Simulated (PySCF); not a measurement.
PySCF input (HF/def2-TZVPD):

```python
from pyscf import gto, scf, dft

mol = gto.M(
    atom='''
    Sn   -0.02039849   -0.03269684    1.26127392
    I     1.12139866   -1.94936602   -0.62789437
    I    -1.10215480    1.98021209   -0.56198669
    ''',
    basis='def2-tzvpd',
    ecp='def2-tzvp',
    charge=-1,
    spin=1,
    verbose=4,
)

mf = scf.UHF(mol).density_fit(auxbasis='def2-universal-jkfit')
mf.conv_tol = 1e-9
mf.max_cycle = 100
mf.max_memory = 1500
mf.kernel()
if not mf.converged:
    mf = mf.newton()
    mf.kernel(mf.make_rdm1())
for _ in range(2):
    mo, _, stable, _ = mf.stability(return_status=True)
    if stable:
        break
    mf.kernel(mf.make_rdm1(mo, mf.mo_occ))
mf.analyze()
```

End of the output:

```
Extra cycle  E= -806.861201899348  delta_E= -1.32e-11  |g|= 1.65e-06  |ddm|= 9.02e-06
converged SCF energy = -806.861201899348  <S^2> = 0.76875478  2S+1 = 2.0186677
uhf_internal: lowest eigs of H = [0.1175486  0.14305463 0.17043773]
<class 'pyscf.df.df_jk.DFUHF'> wavefunction is stable in the internal stability analysis
**** SCF Summaries ****
Total Energy =                        -806.861201899347748
Nuclear Repulsion Energy =             272.359476790425447
One-electron Energy =                -1968.744717632200718
Two-electron Energy =                  889.524038942427410
Two-electron Coulomb Energy =          949.270028652047699
DFT Exchange-Correlation Energy =      -59.745989709620289
HOMO-LUMO gap [eV] =                     6.471058523736763
**** MO energy ****
                             alpha | beta                alpha | beta
MO #1   energy= -7.55243163222797  | -7.55227951460965  occ= 1 | 1
MO #2   energy= -7.55243126802094  | -7.55227903377484  occ= 1 | 1
MO #3   energy= -5.71951747903555  | -5.71659954518679  occ= 1 | 1
MO #4   energy= -5.40252265829138  | -5.40271628735737  occ= 1 | 1
MO #5   energy= -5.40252221547462  | -5.40271570295085  occ= 1 | 1
MO #6   energy= -5.39970659551714  | -5.39954497252839  occ= 1 | 1
MO #7   energy= -5.39970627964611  | -5.39954441935458  occ= 1 | 1
MO #8   energy= -5.39953990599071  | -5.39905720263855  occ= 1 | 1
MO #9   energy= -5.3995394691257   | -5.39905679980837  occ= 1 | 1
MO #10  energy= -3.90621750938333  | -3.90688212530421  occ= 1 | 1
MO #11  energy= -3.90619690525958  | -3.90598338912005  occ= 1 | 1
MO #12  energy= -3.9047331158756   | -3.89572898855239  occ= 1 | 1
MO #13  energy= -2.09714515924746  | -2.097193917106    occ= 1 | 1
MO #14  energy= -2.09714104851403  | -2.09719365434179  occ= 1 | 1
MO #15  energy= -2.09573688144843  | -2.09581181972767  occ= 1 | 1
MO #16  energy= -2.0957355840214   | -2.09580867028882  occ= 1 | 1
MO #17  energy= -2.09569996910848  | -2.09547771474152  occ= 1 | 1
MO #18  energy= -2.09569772253045  | -2.09547468514915  occ= 1 | 1
MO #19  energy= -2.0922850294563   | -2.09201623409941  occ= 1 | 1
MO #20  energy= -2.0922847932136   | -2.09201114184946  occ= 1 | 1
MO #21  energy= -2.09228225420511  | -2.0920106401823   occ= 1 | 1
MO #22  energy= -2.09228213628321  | -2.0920060533125   occ= 1 | 1
MO #23  energy= -1.17380395023495  | -1.17402672655573  occ= 1 | 1
MO #24  energy= -1.17232868864802  | -1.17240695869757  occ= 1 | 1
MO #25  energy= -1.16937399600994  | -1.16464369547499  occ= 1 | 1
MO #26  energy= -1.16815872628888  | -1.16337409248421  occ= 1 | 1
MO #27  energy= -1.16792661638667  | -1.16183253584623  occ= 1 | 1
MO #28  energy= -0.710689721852471 | -0.707792025043442 occ= 1 | 1
MO #29  energy= -0.700028589857128 | -0.69883377905862  occ= 1 | 1
MO #30  energy= -0.424021452667617 | -0.373473734222889 occ= 1 | 1
MO #31  energy= -0.242125490301465 | -0.240003793481871 occ= 1 | 1
MO #32  energy= -0.227116017045374 | -0.222245530629801 occ= 1 | 1
MO #33  energy= -0.223791962979602 | -0.21156182002958  occ= 1 | 1
MO #34  energy= -0.209190732835852 | -0.202750975452698 occ= 1 | 1
MO #35  energy= -0.196929273580915 | -0.197189098905965 occ= 1 | 1
MO #36  energy= -0.180056982388079 | -0.168822409962456 occ= 1 | 1
MO #37  energy= -0.103414191338713 | 0.134392825142573  occ= 1 | 0
MO #38  energy= 0.134083264388966  | 0.135912404992086  occ= 0 | 0
MO #39  energy= 0.135418011238368  | 0.153692752793792  occ= 0 | 0
MO #40  energy= 0.151831190262776  | 0.154392547900578  occ= 0 | 0
MO #41  energy= 0.15662937467442   | 0.160931847754664  occ= 0 | 0
MO #42  energy= 0.160780266024146  | 0.166908435196246  occ= 0 | 0
MO #43  energy= 0.166814239990084  | 0.1763981378937    occ= 0 | 0
MO #44  energy= 0.172187981951949  | 0.181920148371805  occ= 0 | 0
MO #45  energy= 0.192890187814212  | 0.197900253147701  occ= 0 | 0
MO #46  energy= 0.207480916991776  | 0.218964810561219  occ= 0 | 0
MO #47  energy= 0.243560840300738  | 0.259233187661606  occ= 0 | 0
MO #48  energy= 0.252831647620901  | 0.259464201434865  occ= 0 | 0
MO #49  energy= 0.264430691499627  | 0.274066181434572  occ= 0 | 0
MO #50  energy= 0.269901719689724  | 0.274296545925283  occ= 0 | 0
MO #51  energy= 0.280276848793413  | 0.286895232308527  occ= 0 | 0
MO #52  energy= 0.301260428134517  | 0.302230779364371  occ= 0 | 0
MO #53  energy= 0.305101391054685  | 0.30624416961805   occ= 0 | 0
MO #54  energy= 0.30598849952164   | 0.308639434355192  occ= 0 | 0
MO #55  energy= 0.31862943249532   | 0.320029952324833  occ= 0 | 0
MO #56  energy= 0.321125028869782  | 0.323824416406635  occ= 0 | 0
MO #57  energy= 0.33416679919594   | 0.335907441951157  occ= 0 | 0
MO #58  energy= 0.338620927205851  | 0.343523498214877  occ= 0 | 0
MO #59  energy= 0.343191121672825  | 0.351476067561375  occ= 0 | 0
MO #60  energy= 0.350793774315149  | 0.35413507291539   occ= 0 | 0
MO #61  energy= 0.353421310831806  | 0.354348766142431  occ= 0 | 0
MO #62  energy= 0.356849539041196  | 0.362228254689424  occ= 0 | 0
MO #63  energy= 0.359173444207574  | 0.3689458269587    occ= 0 | 0
MO #64  energy= 0.368807557050552  | 0.38290193176957   occ= 0 | 0
MO #65  energy= 0.44393996135041   | 0.446255453367707  occ= 0 | 0
MO #66  energy= 0.45257227270142   | 0.4549251191023    occ= 0 | 0
MO #67  energy= 0.49078513838912   | 0.511466070098925  occ= 0 | 0
MO #68  energy= 0.506972516999472  | 0.525276001188171  occ= 0 | 0
MO #69  energy= 0.508586508077467  | 0.527583732189462  occ= 0 | 0
MO #70  energy= 0.516164946005709  | 0.528836418233237  occ= 0 | 0
MO #71  energy= 0.537961888855555  | 0.55107746785908   occ= 0 | 0
MO #72  energy= 0.544691170340063  | 0.555292251969692  occ= 0 | 0
MO #73  energy= 0.562791513953814  | 0.563125130131952  occ= 0 | 0
MO #74  energy= 0.578981231059907  | 0.579771743390848  occ= 0 | 0
MO #75  energy= 0.585221190113078  | 0.586557599287661  occ= 0 | 0
MO #76  energy= 0.585645204368871  | 0.598894353548064  occ= 0 | 0
MO #77  energy= 0.645228088750649  | 0.647607917633266  occ= 0 | 0
MO #78  energy= 0.651787603836178  | 0.654110073683441  occ= 0 | 0
MO #79  energy= 0.662361304763188  | 0.662668386192168  occ= 0 | 0
MO #80  energy= 0.662740738180005  | 0.66348622146841   occ= 0 | 0
MO #81  energy= 0.673548215400053  | 0.680990451251623  occ= 0 | 0
MO #82  energy= 0.694238909593821  | 0.699831020423066  occ= 0 | 0
MO #83  energy= 0.695872424257222  | 0.700325744868768  occ= 0 | 0
MO #84  energy= 0.696570071669803  | 0.70958342040383   occ= 0 | 0
MO #85  energy= 0.708791776457963  | 0.720114664556323  occ= 0 | 0
MO #86  energy= 0.762735874908553  | 0.765131529722402  occ= 0 | 0
MO #87  energy= 0.786983903310412  | 0.789952138806552  occ= 0 | 0
MO #88  energy= 0.787490212268026  | 0.791219902969293  occ= 0 | 0
MO #89  energy= 0.980038007710326  | 0.986496637379404  occ= 0 | 0
MO #90  energy= 0.990989619414392  | 0.996656351386664  occ= 0 | 0
MO #91  energy= 1.06404412404244   | 1.08339682718233   occ= 0 | 0
MO #92  energy= 1.07370451019495   | 1.08585929251011   occ= 0 | 0
MO #93  energy= 1.08123777926403   | 1.09497537460933   occ= 0 | 0
MO #94  energy= 1.08399838344476   | 1.09820703679967   occ= 0 | 0
MO #95  energy= 1.08401168561038   | 1.10702254198043   occ= 0 | 0
MO #96  energy= 1.08408111653963   | 1.11426046195718   occ= 0 | 0
MO #97  energy= 1.11458506360098   | 1.12714464215169   occ= 0 | 0
MO #98  energy= 1.11800626467145   | 1.13307468733405   occ= 0 | 0
MO #99  energy= 1.25501077783268   | 1.25968109223196   occ= 0 | 0
MO #100 energy= 1.25770493234488   | 1.26093371423181   occ= 0 | 0
MO #101 energy= 1.30275521683166   | 1.30345296769402   occ= 0 | 0
MO #102 energy= 1.30649983717131   | 1.30755044474875   occ= 0 | 0
MO #103 energy= 1.30657996653638   | 1.30763915902218   occ= 0 | 0
MO #104 energy= 1.30693273266257   | 1.30803682250281   occ= 0 | 0
[...]
```
